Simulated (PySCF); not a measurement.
Job for PySCF: R-B3LYP/3-21G on C2H6OSi (SMILES CO[Si]C), a point of a torsion scan.

```python
from pyscf import gto, scf, dft, mp
from pyscf.data.elements import chemcore

mol = gto.M(
    atom='''
    C     1.96331795   -0.50712519   -0.19745724
    O     0.87401578    0.36081424   -0.31339751
    Si   -0.09834847    1.15257541    0.72514431
    C     0.54987235    0.66042228    2.47134036
    H     2.85630903    0.04095499    0.11569827
    H     2.14618278   -0.95537419   -1.17564983
    H     1.76398688   -1.30027366    0.52763596
    H     1.60561543    0.91353672    2.59049197
    H     0.45200373   -0.41410734    2.64138131
    H     0.00471500    1.16172645    3.26859652
    ''',
    basis='3-21g',
    charge=0, spin=0, verbose=3, max_memory=1800)
mf = dft.RKS(mol, xc='b3lyp')
mf.conv_tol = 1e-8
mf.max_cycle = 100
mf.kernel()
if not mf.converged:
    mf = mf.newton().run(mf.mo_coeff, mf.mo_occ)
```

It printed:

```
converged SCF energy = -442.169856516612
```

The run converged.

Cost: about 6 core-seconds (a rough figure).
